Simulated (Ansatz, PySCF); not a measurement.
WF₅, SMILES [F][W+]([F])([F])([F])[F], charge +1, multiplicity 1.

Geometry: B3LYP-D3(BJ)/def2-SVP. The spin state was assumed, not searched. The isomer is the one that the SMILES or the coordinates give; other isomers of the formula were not compared. The def2 effective core potentials stand for the cores of W; spin–orbit coupling is left out.

Vertical ionisation energy (IE) and electron affinity (EA) in eV. Rows of orbital energies are one-electron estimates. Where ΔSCF, EOM or ADC give a negative EA the extra electron is unbound and the value depends on the basis.

| level | IE | EA |
|---|---|---|
| −ε(HOMO), −ε(LUMO), HF/def2-TZVP (PySCF) | (withheld) | (withheld) |
| −ε(HOMO), −ε(LUMO), PBE/def2-TZVP (PySCF) | 17.25 | 11.75 |
| ΔSCF, CAM-B3LYP/def2-SVPD (Ansatz), final states of multiplicity 2 and 2 | 22.28 | 9.22 |
| ΔSCF, PBE/def2-SVPD (Ansatz), final states of multiplicity 2 and 2 | 20.89 | 8.21 |

### Question
Complete the blanks. (Estimate from the structure and the level; the computed values follow.)

### Answer

- −ε(HOMO), −ε(LUMO), HF/def2-TZVP (PySCF), IE: 24.88
- −ε(HOMO), −ε(LUMO), HF/def2-TZVP (PySCF), EA: 7.90

### Question
What vertical singlet–triplet gap does ΔSCF give with CAM-B3LYP/def2-SVPD (Ansatz, a first-principles code) and with PBE/def2-SVPD (Ansatz)? (The exact figures need the calculation; the answer reports its results.)

### Answer
5.75 and 5.36 eV (triplet above singlet where positive).
